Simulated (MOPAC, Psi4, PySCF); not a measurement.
Approach curve of the dimer HCl ··· CH3Cl (SMILES Cl and CCl), singlet. Monomers: optimised at B3LYP-D3(BJ) (def2-TZVP), held rigid. Orientation: a higher rigid-body minimum at GFN2-xTB. The monomers approach along the line of their centres of mass (distance R); nothing else relaxes.

Geometry at R = 3.32 Å (first 2 atoms: monomer A):
```
7

Cl     0.6410     0.0000     0.0000
H     -0.6410     0.0000     0.0000
C     -1.4091    -0.7632    -2.7103
Cl    -2.4976    -0.2234    -1.3899
H     -1.9502    -0.6940    -3.6491
H     -0.5389    -0.1139    -2.7228
H     -1.1162    -1.7900    -2.5136
``` The table gives interaction energies.

```tsv
R / Å	A	B	C
2.68	82.30	61.23	109.10
2.89	28.40	13.98	48.41
3.11	2.66	-1.13	17.01
3.32	-7.17	-4.74	3.05
3.49	-9.86	-5.51	-2.25
3.75	-9.88	-5.12	-5.28
4.02	-8.09	-3.90	-5.58
4.33	-5.89	-2.76	-4.81
4.83	-3.45	-1.83	-3.33
5.54	-1.81	-1.14	-1.92
6.54	-0.93	-0.62	-0.97
7.79	-0.48	-0.32	-0.48
```

Energies in kJ/mol.

**Question.** Assign the columns to these levels of theory: MOPAC with AM1, restricted, heats of formation; HF/aug-cc-pVTZ, counterpoise-corrected run with Psi4 1.11; restricted B3LYP/6-31G*, spherical d, no counterpoise correction (PySCF).

**Answer.** A is RKS-B3LYP/6-31G*; B is AM1; C is HF/aug-cc-pVTZ.
